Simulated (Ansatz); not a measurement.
`[CH3][Sn]([F])([F])[C]#N`, charge 0, multiplicity 1.

(1) Give a relaxed structure at PBE0-D4/def2-TZVP (the Gaussian-basis code of Ansatz). (Best estimate.)

## Answers

(1) Ansatz gave: 
Cartesian coordinates in Å:
```
C 1.274 0.569 -0.593
Sn -0.631 0.198 0.212
F -0.937 1.221 1.784
F -2.011 0.749 -0.973
C -1.132 -1.768 0.743
N -1.332 -2.870 1.010
H 1.395 -0.018 -1.503
H 2.029 0.289 0.139
H 1.346 1.631 -0.820
```
Point group Cs.
This is one stationary point; other conformers may exist.
